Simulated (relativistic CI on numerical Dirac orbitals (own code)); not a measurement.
**Cr13+: sensitivity of the levels to the model**

Base calculation: Dirac-Coulomb-Breit CI, orbitals from a KLI potential per configuration, model QED (radiative potential, 1s self-energy scaled to tabulated hydrogen-like ionisation energies), unscaled Slater integrals.

CI space (outside the closed core [Ne]): 3s, 3p, 3d, 4s, 4p, 4d, 4f, 5s, 5p, 5d, 5f, 5g, 6s, 6p, 6d. Levels of other configurations are missing.

Variants: (1) Breit term removed. Shifts of the energy above 3s 2S_1/2, in cm⁻¹, for the lowest level and the first level of each name with at least 55 % of one term (blank where a level changes its place among those of its configuration and J or its character, or is not in the variant):

| Level | Base | Δ(1) |
| --- | --- | --- |
| 3s 2S_1/2 | 0 | 0 |
| 3p 2P°_1/2 | 243219 | -397 |
| 3p 2P°_3/2 | 256958 | +39 |
| 3d 2D_3/2 | 588819 | +401 |
| 3d 2D_5/2 | 590420 | +641 |
| 4s 2S_1/2 | 1475389 | +462 |
| 4p 2P°_1/2 | 1570984 | +290 |
| 4p 2P°_3/2 | 1576283 | +469 |
| 4d 2D_3/2 | 1697456 | +595 |
| 4d 2D_5/2 | 1698203 | +695 |
| 4f 2F°_5/2 | 1745720 | +728 |
| 4f 2F°_7/2 | 1746002 | +736 |
| 5s 2S_1/2 | 2098198 | +603 |
| 5p 2P°_1/2 | 2145105 | +516 |

At this charge energies of transitions that change n are usually good to better than 1 %, and those within a shell (Δn = 0) to a few per cent.

Ionisation energy from the two ground configurations alone: base 383.49 eV; Breit term removed 383.58 eV. The NIST ASD value (semi-empirical) is 384.163 eV.
